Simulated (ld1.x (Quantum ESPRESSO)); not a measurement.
## Before and after: TM semilocal potential for germanium (Ge)

```json
{
  "Element": "Ge (Z = 32)",
  "Generator": "ld1.x (Quantum ESPRESSO) 7.5",
  "Type": "norm-conserving Troullier–Martins (semilocal form)",
  "Functional": "PBE",
  "Relativity": "scalar-relativistic",
  "Frozen core": "[Ne] 3s2",
  "Valence charge": "20",
  "Reference configuration": "3p6 3d10 4s2 4p1.5 (charge +0.5)",
  "Partial waves": "4s (bound): rc 1.30 bohr; 3p (bound): rc 0.65 bohr; 4f channel at 0.5 Ry: rc 1.05 bohr; 3d (bound): rc 1.05 bohr",
  "Local potential": "the d channel",
  "Core correction": "none"
}
```

Occupied shells without a wave of their own: 4p. They enter only through the test configuration that unscreens the potential.

All-electron outer shells of the reference configuration (PBE, scalar-relativistic, ld1.x):

```csv
shell,level (eV),outermost node (bohr),outermost maximum (bohr)
3s,-172.73,0.26,0.54
3p,-119.86,0.23,0.54
3d,-33.54,–,0.50
4s,-15.60,0.77,1.73
4p,-7.38,0.82,2.14
```

Change: wave 4s (bound): rc 1.30 bohr becomes 4s (bound): rc 1.78 bohr.

Cutoffs: the cutoffs (Ry, on a coarse ladder) from which the occupation-weighted sum of valence levels, in a spherical-Bessel basis at the reference potential, stays within 10 and 1 mRy of its value at 400 Ry; they do not see the model core or the augmentation charge, which bear on the density cutoff. Errors are all-electron minus pseudo energies relative to the spin-unpolarised reference configuration.

**Question.** What does the change do?

**Answer.** Of the 7 tests that both files solve, the error grows in 1 and shrinks in 2 by more than 15 % and 0.3 meV (median size 40.9 → 20.1 meV); neither file shows a bound ghost. A semilocal file is local in each channel, so a ghost entry of none says nothing of the separable form that plane-wave codes build from it.

| quantity | base | changed |
| --- | --- | --- |
| cutoff, loose | 260 Ry | 260 Ry |
| cutoff, tight | over 300 Ry | over 300 Ry |
| loose cutoff by channel (10 mRy a level) | s 40 Ry, p 200 Ry, d 200 Ry | s 15 Ry, p 200 Ry, d 200 Ry |
| bound ghosts | none | none |
| error for 3p6 3d10 4s2 4p2, meV [ΔE -2.80 eV] | +8.3 | +8.3 |
| error for 3p6 3d10 4s2 4p1, meV [ΔE 4.64 eV] | -11 | -11 |
| error for 3p6 3d10 4s2 4p0, meV [ΔE 20.08 eV] | -41 | -43 |
| error for 3p6 3d10 4s1 4p3, meV [ΔE 5.17 eV] | +23 | +20 |
| error for 3p6 3d10 4s1 4p0, meV [ΔE 54.87 eV] | -44 | -52 |
| error for 3p6 3d9 4s2 4p2, meV [ΔE 35.88 eV] | +48 | -29 |
| error for 3p6 3d9 4s2 4p3, meV [ΔE 26.82 eV] | +64 | +8.8 |
